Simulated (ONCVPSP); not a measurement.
**PBE ONCV dataset for selenium, fully relativistic all-electron reference.**

selenium (Se), optimised norm-conserving Vanderbilt (ONCV), made with ONCVPSP 4.0.1 (PBE, fully relativistic). Core [Ne], reference 3s2 3p6 3d10 4s2 4p3 (charge +1). Waves: 3s+4s: rc 0.95 bohr, ncon 4, nbas 9, qcut 14.2 1/bohr, 3 projectors, debl 0.4 Ha; 3p+4p: rc 1.46 bohr, ncon 4, nbas 8, qcut 10.8 1/bohr, 2 projectors; 3d: rc 0.80 bohr, ncon 4, nbas 9, qcut 16.8 1/bohr, 2 projectors, debl 3.8 Ha. Local part: polynomial inside 0.55 bohr (lpopt 5, dvloc0 -1 Ha). Core correction: Teter function, fcfact 5, rcfact 1.5.

Open shells are filled in proportion to 2j + 1.

In the s channel the program set the typed energies aside and used -8.229, -0.987, 0.250 Ha.

All-electron outer shells of the reference configuration (PBE, scalar-relativistic, ld1.x):

```tsv
shell	level (eV)	outermost node (bohr)	outermost maximum (bohr)
2s	-1617.75	0.06	0.17
2p	-1424.18	–	0.13
3s	-224.02	0.24	0.50
3p	-163.48	0.21	0.50
3d	-63.61	–	0.45
4s	-26.86	0.70	1.49
4p	-15.41	0.74	1.75
```

What the tests gave:

```
Cutoffs needed             : 133 Ha and 318 Ha (the cutoffs (Ha) at which the residual kinetic energy of the hardest occupied pseudo-wave falls to 1 and 0.1 mHa per electron)
Ghost test                 : no bound ghost flagged; GHOST(+) flags only above 600 eV
Largest excitation error   : -0.4 meV (all-electron minus pseudo) for 3s2 3p6 3d10 4s2 4p1, out of 4 test configurations
rms error of d²Exc/dni dnj : 8.12 mHa without and 5.95 mHa with the model core
```

Generation and tests took about 9.8 s on one core of a shared server CPU.
